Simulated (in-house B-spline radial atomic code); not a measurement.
**OLYP excitations of neutral magnesium**

Method: OLYP. Computed with a B-spline radial code for spherical atoms: linear response of the closed shell [Ne] 3s2 with the functional's adiabatic kernel; non-relativistic, point nucleus, no spin-orbit coupling, no double excitations, S, P, D and F terms only.

Command:
```bash
python run_td.py task.json out
```
Settings (radii: box in bohr, nucleus in fm):
```
Z                        12
electrons                12
configuration            [Ne] 3s2
hamiltonian              nr
method                   optx,lyp
box_radius               75
intervals                56
```

Cost of the run: 0.4 s on 1 thread of Arm Neoverse N1, on a shared host.

The lowest states, in the order of their Tamm-Dancoff energies; the method's threshold (minus the highest occupied level) is 4.488 eV. Labels give the largest channel, * marks a mixed state, and oscillator strengths are full-response dipole values. Measured ¹D terms are left out, since they can mix with doubly excited terms. Semilocal kernels can invert the small singlet-triplet splittings of Rydberg terms. Energies in eV:

| state | full response | Tamm-Dancoff | oscillator strength | measured (J-weighted term) |
| --- | --- | --- | --- | --- |
| 3s → 3p 3P | 2.260 | 2.483 | - | 2.714 |
| 3s → 3p 1P | ? | ? | ? | ? |
| 3s → 4s 3S | ? | ? | - | ? |
| 3s → 4s 1S | 4.326 | 4.338 | - | 5.394 |

Problem. Where does 3s → 4s 3S lie?

Solution. At 4.209 eV in full response, 4.218 eV in Tamm-Dancoff; measured 5.108 eV.

Problem. Where does 3s → 3p 1P lie?

Solution. At 3.959 eV in full response, 4.072 eV in Tamm-Dancoff, oscillator strength 1.34; measured 4.346 eV.

Problem. How large is the singlet-triplet splitting of 3s → 3p (P terms) in Tamm-Dancoff?

Solution. 1.59 eV, from the unrounded values.

Problem. What polarisabilities and dispersion coefficient does the method give?

Solution. Dipole 78.47 bohr³, quadrupole 1041 bohr⁵, C6 717.2 hartree·bohr⁶ for two such species. Recommended dipole value: 71.2 ± 0.4 bohr³ (Schwerdtfeger and Nagle, table of static dipole polarizabilities (2023 update)), which includes relativity and correlation.
